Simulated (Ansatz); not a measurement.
Born–Oppenheimer molecular dynamics of H$_{7}$N$_{3}$Si (11 atoms, charge 0, multiplicity 1). It starts from a relaxed structure.

Method: Ansatz, RKS PBE-D4/6-31G*.

* ensemble: NVT, Nosé–Hoover chain
* time step: 0.5 fs
* steps asked: 100
* set temperature: 100 K
* thermostat: time constant 50 fs, chain length 5
* seed: 894948

First frame:

```xyz
11
Properties=species:S:1:pos:R:3
Si -0.013 -0.016 -0.063
H 0.030 -0.248 1.426
N 1.673 0.180 -0.473
H 2.354 -0.397 0.021
H 1.935 0.283 -1.455
N -0.750 1.393 -0.762
H -1.764 1.478 -0.706
H -0.294 2.292 -0.614
N -1.036 -1.313 -0.628
H -0.954 -2.220 -0.168
H -1.176 -1.431 -1.633
```

How far do the bonds stretch over the last three quarters of this one trajectory? (Pairs bonded in most of those frames.)


```csv
bond,mean (Å),spread (Å),shortest,longest
Si1–H2,1.509,0.013,1.49,1.53
Si1–N3,1.735,0.024,1.70,1.77
Si1–N6,1.736,0.014,1.72,1.76
Si1–N9,1.738,0.015,1.71,1.76
N3–H4,1.019,0.019,0.99,1.05
N3–H5,1.018,0.007,1.01,1.03
N6–H7,1.020,0.001,1.02,1.02
N6–H8,1.020,0.003,1.01,1.02
N9–H10,1.020,0.004,1.01,1.03
N9–H11,1.021,0.007,1.01,1.03
```

Mean temperature of the second half: 56 K. The conserved energy stayed within 0.056 meV per atom of its start (net change 0.041 meV per atom), so the integration is sound. The mean temperature of the second half is 44 % below the set value. A run of 0.05 ps of so small a system gives no equilibrium averages.

Run time: 4.7 min on 1 thread of Arm Neoverse V1, on a shared host, peak memory 0.11 GiB.
